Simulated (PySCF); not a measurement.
**Electron correlation in Al⁻ (aluminium, charge -1)**

[Ne] 3s2 3p2, high-spin 3P determinant. Calculation: PySCF 2.14, in aug-cc-pwCVTZ (8s7p5d3f, 75 functions); no relativity, point nucleus. Frozen: 1s2; 12 electrons correlated.

| level | correlation energy (mhartree) |
| --- | --- |
| CCSD | -315.40 |
| (T) | -6.05 |
| CCSD(T) | -321.45 |

Diagnostics: T1 = 0.013, D1 = 0.0486, largest double amplitude 0.087.

Cost of the coupled-cluster step: about 27 core-seconds, for 12 correlated electrons.
